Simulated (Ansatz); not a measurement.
Consider the atomization: `C[S][Al]([NH2])[F]` → Al• + C• + F• + 5 H• + N• + S•.

Program: Ansatz. Geometries: PBE0-D4/def2-TZVP. ΔE: electronic, gas phase. CBS: MP2 limit from def2 TZ/QZ plus the TZ coupled-cluster correction, frozen cores. This one scheme is used for every species, atoms too. DFT in def2-TZVPP. No spin–orbit coupling; open shells (•) take unrestricted orbitals. Spin–orbit coupling would lower the free atoms: a little for Al, C, F, S. One conformer a species, not always the lowest.

`C[S][Al]([NH2])[F]`:

```xyz
10

C    -1.476   -1.409    0.745
S    -0.347   -0.111    1.361
Al    0.599    0.524   -0.477
N     1.795    1.804   -0.537
F     0.173   -0.238   -1.880
H    -1.346   -1.588   -0.321
H    -1.270   -2.328    1.291
H    -2.502   -1.097    0.935
H     2.120    2.325    0.260
H     2.253    2.117   -1.377
```

| level | ΔE (kJ/mol) |
| --- | --- |
| r2SCAN | 3674.4 |
| CCSD/def2-TZVPP | 3514.7 |

Question: What does CCSD(T)/CBS give? (An estimate is asked.)

Answer: Ansatz gave: +3685.7 kJ/mol. The listed levels differ from it by -11.3, -171.0 kJ/mol.

Largest T1 diagnostic among the species: 0.018.

The D4 term adds +32.5 kJ/mol with B3LYP and +17.1 kJ/mol with PBE0; it sums over pairs of atoms, weighted by their polarisabilities, and B3LYP, whose exchange is more repulsive, gets the larger term. In def2-TZVPP, CCSD(T) changes the Hartree–Fock value by +920.8 kJ/mol (the triples alone add +55.5 kJ/mol) and MP2 by +996.2 kJ/mol; breaking electron pairs costs correlation energy, which Hartree–Fock lacks.

B3LYP here is the variant with VWN-RPA as its local correlation; programs differ in this.

For atomizations the MP2-based limit and the directly extrapolated one differ by several kJ/mol either way, and by 10 to 25 for some Ge, Se and Sn compounds, so smaller differences from it don't rank the levels.
